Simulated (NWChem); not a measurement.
MgH$_{4}$O$_{2}$Cl$_{2}$; SMILES [Mg](<-[OH2])([Cl])([Cl])<-[OH2]

Program: NWChem. The geometry was optimised at PBE0/def2-SVP. Level M06-L/def2-SVP: energy and gradient on several grids; changes count from the extra-fine grid, which is no exact limit either.

```
grid     size of the energy change (μHa)  largest change of a gradient component (μHa/bohr)  time, medium = 1 (rough)
-------  -------------------------------  -------------------------------------------------  ------------------------
xcoarse                             7000                                               1000                   about 1
coarse                               400                                                300                   about 1
medium                                80                                                200                   about 1
fine                                  30                                                 50                   about 1
xfine                               < 10                                               < 30                         2
```
